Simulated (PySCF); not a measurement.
Indium: a sound run and one with changed settings

Sound run: In [Kr] 4d10 5s2 5p1, In+ [Kr] 4d10 5s2. All numbers are calculated (PySCF 2.14, a scalar-relativistic core potential, in def2-TZVP with the def2 core potential (28 electrons)). The sound run starts from symmetry-adapted Hartree-Fock orbitals and uses a fine grid where one is needed.

Changed run: initial guess atom, at most 3 SCF cycles. This setting is unsound on purpose.

```tsv
species	method	sound run (hartree)	changed run (hartree)	converged
In	UHF	-189.21003	-189.20988	no
In	M06-L	-190.25253	-190.25252	no
In	PBE	-190.11735	-190.11731	no
In+	UHF	-189.01825	-189.01821	no
In+	M06-L	-190.05726	-190.05718	no
In+	PBE	-189.91217	-189.91216	no
```

The SCF was stopped early; the energies are upper bounds that still move, and correlated levels were skipped or rest on poor orbitals.
